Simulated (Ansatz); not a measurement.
Computed with frozen-core CCSD(T)/cc-pVTZ (Ansatz, a first-principles code).

Ansatz 0.2 input:
```yaml
crystal:
  periodic: [false, false, false]
  atoms:
    - { symbol: Br, position_ang: [0.0, 0.0, 0.0] }
basis:
  gaussian: { orbitals: cc-pVTZ }
correlation:
  method: ccsd_t
magnetization:
  spin_polarized: true
  initial_magnetization: 1
```

Output:

```
Functional definition: HF
276 factors; integrals over basis functions are off by at most 1.8e-4 eV
mean field evaluation 1: about -69999.6032 eV, gradient 5.1e0 eV
mean field evaluation 2: about -69999.6036 eV, gradient 5.1e0 eV
mean field evaluation 4: about -69999.7946 eV, gradient 5.2e-1 eV
mean field evaluation 8: about -69999.7968 eV, gradient 1.1e-3 eV
mean field evaluation 16: about -69999.7950 eV, gradient 5.3e-1 eV
mean field evaluation 32: about -69999.7968 eV, gradient 4.2e-3 eV
mean field evaluation 64: about -69999.7968 eV, gradient 7.5e-4 eV
mean field -69999.79681619 eV, -2572.4450854287 hartree, gradient 4.6e-7 eV, S^2 0.758700; 4 other end points of the search recorded, 0 dependent functions left out
9 core orbitals not correlated
reference -69999.79681619 eV, -2572.4450854287 hartree; 9, 8 occupied and 25, 26 virtual orbitals, 276 factors
second order -5.28897282 eV of doubles, -0.00000000 eV of singles
cycle   1  -5.56230103 eV  change   -2.7e-1 eV  update   4.0e-2
cycle   2  -5.70632622 eV  change   -1.4e-1 eV  update   1.2e-2
cycle   3  -5.70906062 eV  change   -2.7e-3 eV  update   3.1e-3
cycle   4  -5.70984639 eV  change   -7.9e-4 eV  update   7.8e-4
cycle   5  -5.70970725 eV  change    1.4e-4 eV  update   1.6e-4
cycle   6  -5.70970002 eV  change    7.2e-6 eV  update   4.7e-5
cycle   7  -5.70971607 eV  change   -1.6e-5 eV  update   1.3e-5
perturbative correction -0.17067464 eV, -0.0062721772 hartree
Total energy: -70005.67720690 eV, -2572.6611858012 hartree
```

Cost: about 3 core-seconds (a rough figure).
